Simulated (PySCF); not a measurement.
## How methods differ on the ionisation energy of Sn⁺

Sn⁺ [Kr] 4d10 5s2 5p1 (2P) → Sn²⁺ [Kr] 4d10 5s2 (1S), as a difference of total energies. All numbers are calculated (PySCF 2.14, scalar relativity by spin-free X2C-1e, in x2c-TZVPPall with one added diffuse shell each of s, p, d, f type (9s7p5d3f, 76 functions)). Correlated levels: valence and next inner shell: [Ar] 3d10 frozen. The calculations carry no spin-orbit coupling.

| method | ionisation energy (eV) |
| --- | --- |
| UHF | 13.721 |
| MP2 (valence and next inner shell) | 14.074 |
| SCS-MP2 (valence and next inner shell) | 14.000 |
| CCSD (valence and next inner shell) | 14.096 |
| CCSD(T) (valence and next inner shell) | 14.113 |

Task: How much does correlation contribute at CCSD(T) (valence and next inner shell)?

Result: 14.113 − (13.721) = 0.392 eV, measured against UHF.

Errors of the correlated levels include the incompleteness of this basis and the frozen core.

For comparison: 14.282 eV (measured; NIST levels, between the centres of gravity of the two terms).
